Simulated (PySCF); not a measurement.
**Simulated characterisation data**

Theory: NMR shieldings at PBE0/pcSseg-1/GIAO, coordinates at the GFN2-xTB level, in PySCF (isolated molecule, a single conformation, no relativistic terms, averaged over atoms made equivalent by symmetry, fast rotation or ring inversion).

δ = σ(ref) − σ, references computed at the same level: $^{1}$H (σ = 31.72 ppm) and $^{13}$C (σ = 186.93 ppm) vs TMS. Splittings of carbon signals by F and P are missing where no couplings were computed. Where no couplings were computed, multiplicities follow the n + 1 count of equivalent neighbours, and m marks all less simple cases (inequivalent or close neighbours, rings, F or P nearby). Shifts are as computed. Against solution values, carbons near 30 ppm lie about +3 ppm off and those near 130 ppm about +5 ppm. Of 1211 compounds with measured shifts, 218 miss one by over three times the rms of a fit or turn the order of signals round; such compounds aren't used in these exercises.

Compound 1 (C8H12). $^{1}$H NMR (500 MHz, computed): δ 2.90 (m, 1H), 2.46 (m, 1H), 1.88 (m, 1H), 1.73 (m, 1H), 1.63 (m, 1H), 1.62 (m, 1H), 1.40 (s, 3H), 0.97 (s, 3H). $^{13}$C{$^{1}$H} NMR (computed): δ 48.5, 45.5, 34.0, 33.0, 31.0, 28.7, 23.9, 22.3. Structure: `CC1(C)[C@@H]2[C@@H]3C[C@H]1[C@@H]32`.

Compound 2 (C4H13OPSi2). $^{1}$H NMR (500 MHz, computed): δ 6.04 (m, 1H), 5.70 (m, 1H), 5.17 (s, 3H), 1.88 (s, 3H), 1.05 (m, 2H), 0.34 (m, 3H). $^{13}$C{$^{1}$H} NMR (computed): δ 157.1 (C), 131.3 (CH2), 24.8 (CH3), 2.5 (CH3). Structure: SMILES C=C(C)[Si@@](C)(P)O[SiH3].

Compound 3 (C5H6F2OSi). $^{1}$H NMR (500 MHz, computed): δ 7.24 (m, 1H), 7.23 (m, 1H), 7.01 (m, 1H), 4.47 (s, 3H). $^{13}$C{$^{1}$H} NMR (computed): δ 163.7 (C), 155.0 (C), 131.6 (CH), 118.5 (CH), 116.0 (CH). Structure: SMILES FC(F)c1ccc([SiH3])o1.

Compound 4 (C8H12). $^{1}$H NMR (500 MHz, computed): δ 6.24 (d, 1H), 3.17 (m, 1H), 2.26 (m, 2H), 2.00 (m, 1H), 1.94 (m, 2H), 1.84 (m, 1H), 1.04 (m, 2H), 0.99 (m, 2H). $^{13}$C{$^{1}$H} NMR (computed): δ 133.9 (CH), 126.0 (C), 39.5 (CH), 28.9 (CH2), 17.5 (CH2), 4.9 (CH2), 4.1 (CH2). Structure: `C(=C1CC1)C1CCC1`.
